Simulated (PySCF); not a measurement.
Ti(NH2)3(Me) (CH₉N₃Ti), SMILES [CH3][Ti]([NH2])([NH2])[NH2], multiplicity 1. The structure is a stationary point at PBE0-D3(BJ)/def2-SVP. The multiplicity is an assumed one; other spin states were not compared. The values are those of a single conformer.

These are PySCF 2.14.0 with PBE0-D3(BJ)/def2-SVP values and carry that method's errors.

Harmonic wavenumbers (cm⁻¹): 133, 151, 151, 151, 167, 167, 243, 243, 317, 402, 402, 414, 438, 479, 479, 524, 524, 552, 697, 756, 756, 1137, 1400, 1400, 1483, 1483, 1487, 3025, 3135, 3135, 3567, 3567, 3569, 3677, 3677, 3677. Rotational constants (GHz): 2.918, 2.887, 2.887; symmetry number 3.

Problem. Work out the zero-point energy and the ideal-gas rigid-rotor harmonic-oscillator thermochemistry at 298.15 K and 1 atm.

Solution. ZPE = ½ Σ hcν = ½ × 47565 cm⁻¹ = 68.00 kcal/mol. H − E(el) = 75.28 kcal/mol. Entropy in cal/(mol K): translation 40.03, rotation 24.80, vibration 28.45, total 93.28. G − E(el) = 47.47 kcal/mol. Cp = 39.40 cal/(mol K). Modes under 150 cm⁻¹ make the vibrational entropy uncertain.
